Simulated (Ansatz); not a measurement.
`C[O][Sn]([F])([F])[F]` and `C[O][Sn]([OH])([F])[F]` differ in one atom or group.

Ansatz, PBE0-D4/def2-TZVP geometries, multiplicity 1. Each molecule was computed in one conformer, which needn't be the lowest.

Elements past krypton have def2 core potentials.

```json
{"property": "ideal-gas entropy at 298 K and 1 bar (rigid rotor, harmonic PBE0-D4/def2-TZVP) / J/(mol·K)", "`C[O][Sn]([F])([F])[F]`": "404"}
{"property": "HOMO energy (ωB97M-V/def2-TZVPP) / eV", "`C[O][Sn]([F])([F])[F]`": "-11.64"}
{"property": "HOMO energy (PBE0/def2-TZVPP) / eV", "`C[O][Sn]([F])([F])[F]`": "-9.21"}
{"property": "size of the dipole moment (ωB97M-V/def2-TZVPP) / D", "`C[O][Sn]([F])([F])[F]`": "2.77"}
{"property": "LUMO energy (PBE/def2-TZVPP) / eV", "`C[O][Sn]([F])([F])[F]`": "-3.90"}
{"property": "LUMO energy (ωB97M-V/def2-TZVPP) / eV", "`C[O][Sn]([F])([F])[F]`": "-0.77"}
```

(1) Give the same properties after the change, and the shifts. (Estimate.)

## Answers

(1) The calculation gave: 
```json
{"property": "ideal-gas entropy at 298 K and 1 bar (rigid rotor, harmonic PBE0-D4/def2-TZVP) / J/(mol·K)", "`C[O][Sn]([OH])([F])[F]`": "414", "shift": "10"}
{"property": "HOMO energy (ωB97M-V/def2-TZVPP) / eV", "`C[O][Sn]([OH])([F])[F]`": "-11.28", "shift": "0.36"}
{"property": "HOMO energy (PBE0/def2-TZVPP) / eV", "`C[O][Sn]([OH])([F])[F]`": "-8.85", "shift": "0.36"}
{"property": "size of the dipole moment (ωB97M-V/def2-TZVPP) / D", "`C[O][Sn]([OH])([F])[F]`": "2.61", "shift": "-0.16"}
{"property": "LUMO energy (PBE/def2-TZVPP) / eV", "`C[O][Sn]([OH])([F])[F]`": "-3.40", "shift": "0.50"}
{"property": "LUMO energy (ωB97M-V/def2-TZVPP) / eV", "`C[O][Sn]([OH])([F])[F]`": "-0.33", "shift": "0.44"}
```

With PBE0 the HOMO rises by 0.36 eV and the LUMO rises by 0.50 eV, so the gap widens by about 0.14 eV. PBE moves the HOMO by 0.34 eV and ωB97M-V by 0.36 eV. The zero-point energy changes by 29.1 kJ/mol with +3 modes. Dipoles are sizes alone; their direction can turn. Modes under 60 cm⁻¹, often nearly free rotors, make the harmonic entropy too high.
